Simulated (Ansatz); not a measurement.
Program: Ansatz. Geometries: PBE0-D4/def2-TZVP. ΔE: electronic, gas phase. CCSD(T)/CBS adds triple-zeta CCSD(T) − MP2 to the extrapolated MP2 energy (def2 sets, frozen cores). This one scheme is used for every species. Functionals use def2-TZVPP. HSE06 is defined as in plane-wave codes. def2 core potentials past Kr. For Sn outer-core shells are correlated without core-valence functions, which leaves a few kJ/mol of doubt a bond.

`C[CH2][SnH3]` + CH₃SH → `C[S][SnH3]` + `CC`  (ligand exchange at the Sn–C bond)

```
           level  ΔE (kJ/mol)  difference from CCSD(T)/CBS
     LDA (SPW92)        -78.5                          2.9
       revPBE-D4        -83.4                         -2.0
         BLYP-D4        -84.4                         -3.0
         PBE0-D4        -84.9                         -3.5
        HSE06-D4        -85.2                         -3.8
          B2PLYP        -83.3                         -1.9
          revPBE        -84.3                         -2.9
            BLYP        -84.1                         -2.7
         r2SCANh        -86.5                         -5.1
           BHLYP        -86.7                         -5.3
     HF/def2-SVP        -92.6                        -11.2
CCSD(T)/def2-SVP        -81.3                          0.1
   HF/def2-TZVPP        -90.1                         -8.7
  MP2/def2-TZVPP        -78.7                          2.7
 CCSD/def2-TZVPP        -76.5                          4.9
  CCSD/CBS(def2)        -81.6                         -0.2
     CCSD(T)/CBS        -81.4                            0
```

Largest T1 diagnostic among the species: 0.012.

In def2-TZVPP, CCSD(T) changes the Hartree–Fock value by +13.9 kJ/mol (the triples alone add +0.2 kJ/mol) and MP2 by +11.4 kJ/mol. Leaving LDA and LC-ωPBE aside and taking each functional with its dispersion term where it has one, the values, not all of them listed here, spread over 7.2 kJ/mol, from B97M-V to ωB97M-V. LDA lies +5.0 kJ/mol from PBE without D4.
